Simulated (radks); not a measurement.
The numbers below are computed, except where a source is named.
Question: Ar7+, 11 electrons, occupied as [Ne] 3s1 (the NIST ground configuration). Code: a radial shooting solver on a logarithmic mesh with Libxc functionals. Model: scalar-relativistic Kohn-Sham, LB94 model potential, spin-polarised, spherical densities, finite nucleus; open shells are filled with parallel spins first; Fermi nuclear charge, rms radius 3.4274 fm. Some entries of the table are withheld. Estimate them.

| orbital | occ. | eigenvalue (hartree) | <r> (bohr) | r(max) (bohr) |
|---|---|---|---|---|
| 1s up | 1 | -122.1251 | 0.08538 | 0.05606 |
| 1s down | 1 | -122.1022 | 0.08539 | 0.05607 |
| 2s down | 1 | -16.68934 | 0.4115 | 0.3380 |
| 2s up | 1 | -16.68407 | 0.4098 | 0.3377 |
| 2p down | 3 | -14.27498 | 0.3714 | 0.2780 |
| 2p up | 3 | -14.26954 | 0.3697 | 0.2779 |
| 3s down | 0 | -5.50747 | (1) | 1.033 |
| 3s up | 1 | -5.35218 | (2) | 1.042 |

Answer: 
(1) 3s down <r> (bohr): 1.125
(2) 3s up <r> (bohr): 1.141
